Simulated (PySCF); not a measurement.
**Mayer bond orders and bond lengths**

C3H10F3NSi2.
Numbering: `[CH3:1][Si@@H:2]([SiH3:3])[NH:4][CH2:5][C:6]([F:7])([F:8])[F:9]` (hydrogens: H10, H11, H12 on C1; H13 on Si2; H14, H15, H16 on Si3; H17 on N4; H18, H19 on C5)

Geometry (GFN2-xTB, Å), atoms numbered from 1 in this order:
```xyz
19
C3H10F3NSi2 angstrom
C     -1.8468   -1.0288   -1.6747
Si    -0.7756    0.1655   -0.6558
Si    -1.8325    0.9591    1.2441
N      0.5411   -0.8555   -0.1447
C      1.5124   -0.4587    0.8225
C      2.5430    0.5247    0.2641
F      3.1332    0.0583   -0.8467
F      2.0001    1.7075   -0.0588
F      3.5247    0.7811    1.1432
H     -1.3208   -1.4099   -2.5452
H     -2.1686   -1.8820   -1.0852
H     -2.7379   -0.5225   -2.0302
H     -0.3268    1.2321   -1.5767
H     -2.8722    1.9346    0.9097
H     -0.9218    1.6387    2.1764
H     -2.4886   -0.0892    2.0347
H      0.9394   -1.4658   -0.8446
H      1.0163    0.0418    1.6573
H      2.0715   -1.3216    1.2032
```

Bond orders from the PBE0/pcSseg-1 density (PySCF). One conformer (not necessarily the lowest) at the GFN2-xTB geometry, without solvent, vibrations or thermal averaging.

Question: Where do the orders between heavy atoms depart from those drawn in the SMILES?

Answer: The largest departure is 0.087, at Si2–Si3 (drawn single, 0.913).

Question: Set the Mayer orders of the bonds beside their lengths.

Answer: 
| bond | drawn as | length (Å) | Mayer order |
| --- | --- | --- | --- |
| C1–Si2 | single | 1.901 | 0.952 |
| Si2–Si3 | single | 2.314 | 0.913 |
| Si2–N4 | single | 1.743 | 0.919 |
| N4–C5 | single | 1.427 | 1.021 |
| C5–C6 | single | 1.530 | 0.985 |
| C6–F7 | single | 1.341 | 0.997 |
| C6–F8 | single | 1.341 | 0.989 |
| C6–F9 | single | 1.342 | 0.998 |
| C1–H10 | single | 1.086 | 0.959 |
| C1–H11 | single | 1.086 | 0.955 |
| C1–H12 | single | 1.085 | 0.960 |
| Si2–H13 | single | 1.479 | 0.887 |
| Si3–H14 | single | 1.464 | 0.936 |
| Si3–H15 | single | 1.470 | 0.928 |
| Si3–H16 | single | 1.468 | 0.927 |
| N4–H17 | single | 1.010 | 0.931 |
| C5–H18 | single | 1.092 | 0.926 |
| C5–H19 | single | 1.096 | 0.934 |

Question: Sum the orders of all bonds at each heavy atom with more than one neighbour and set the sums beside the valence in the SMILES.

Answer: C1 3.826 (drawn 4), Si2 3.671 (drawn 4), Si3 3.704 (drawn 4), N4 2.871 (drawn 3), C5 3.866 (drawn 4), C6 3.969 (drawn 4). Orders between atoms that aren't bonded are not in these sums.

The Mayer order sums products of elements of PS (density times overlap matrix) between the two atoms' basis functions, so it depends on the basis set.
